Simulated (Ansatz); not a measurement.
Consider the substitution at a C–Cl bond: `ClC[SiH2]Cl` + `O[SiH3]` → `[SiH3]OC[SiH2]Cl` + HCl.

Computed with Ansatz on PBE0-D4/def2-TZVP structures; ΔE is electronic, products minus reactants. CBS: MP2 limit from def2 TZ/QZ plus the TZ coupled-cluster correction, frozen cores. This one scheme is used for every species. DFT in def2-TZVPP. B3LYP here is the variant with VWN-RPA as its local correlation; programs differ in this. Each species was taken in one conformer, which may not be the lowest.

```csv
level,ΔE (kcal/mol),difference from CCSD(T)/CBS
PBE-D4,8.6,-0.3
r2SCAN-D4,8.7,-0.2
PBE0-D4,8.6,-0.3
B3LYP-D4,7.4,-1.5
ωB97X-V,7.8,-1.1
ωB97M-V,8.4,-0.5
PBE,9.2,0.3
B3LYP,8.3,-0.6
HF/def2-TZVPP,7.5,-1.4
MP2/def2-TZVPP,9.3,0.4
CCSD/def2-TZVPP,7.6,-1.3
CCSD(T)/def2-TZVPP,7.8,-1.1
HF/def2-QZVPP,7.4,-1.5
MP2/def2-QZVPP,9.9,1.0
SCS-MP2/def2-QZVPP,9.2,0.3
HF/CBS(def2),7.4,-1.5
CCSD(T)/CBS,8.9,0
```

Largest T1 diagnostic among the species: 0.011.

The D4 term adds −0.9 kcal/mol with B3LYP and −0.6 kcal/mol with PBE0; it sums over pairs of atoms, weighted by their polarisabilities, and B3LYP, whose exchange is more repulsive, gets the larger term.
